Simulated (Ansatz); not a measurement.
`CB1[SiH2]S1` and `CB1O[SiH2]1` differ in one element.

Ansatz, PBE0-D4/def2-TZVP geometries, multiplicity 1. 

```
                                      property  `CB1[SiH2]S1`
           HOMO energy (B3LYP/def2-TZVPP) / eV          -6.79
size of the dipole moment (PBE/def2-TZVPP) / D           1.10
            HOMO energy (PBE0/def2-TZVPP) / eV          -6.99
             HOMO energy (PBE/def2-TZVPP) / eV          -5.93
            LUMO energy (PBE0/def2-TZVPP) / eV          -1.34
             LUMO energy (PBE/def2-TZVPP) / eV          -2.26
```

Give the same properties after the change, and the shifts. (An estimate is asked.)

Computed: 
| property | `CB1O[SiH2]1` | shift |
| --- | --- | --- |
| HOMO energy (B3LYP/def2-TZVPP) / eV | -6.62 | 0.17 |
| size of the dipole moment (PBE/def2-TZVPP) / D | 1.14 | 0.04 |
| HOMO energy (PBE0/def2-TZVPP) / eV | -6.80 | 0.19 |
| HOMO energy (PBE/def2-TZVPP) / eV | -5.68 | 0.25 |
| LUMO energy (PBE0/def2-TZVPP) / eV | -0.59 | 0.75 |
| LUMO energy (PBE/def2-TZVPP) / eV | -1.46 | 0.80 |

With PBE0 the HOMO rises by 0.19 eV and the LUMO rises by 0.75 eV, so the gap widens by about 0.56 eV. PBE moves the HOMO by 0.25 eV and ωB97M-V by 0.09 eV. Dipoles are sizes alone; their direction can turn.

B3LYP here is the variant with VWN-RPA as its local correlation; programs differ in this.
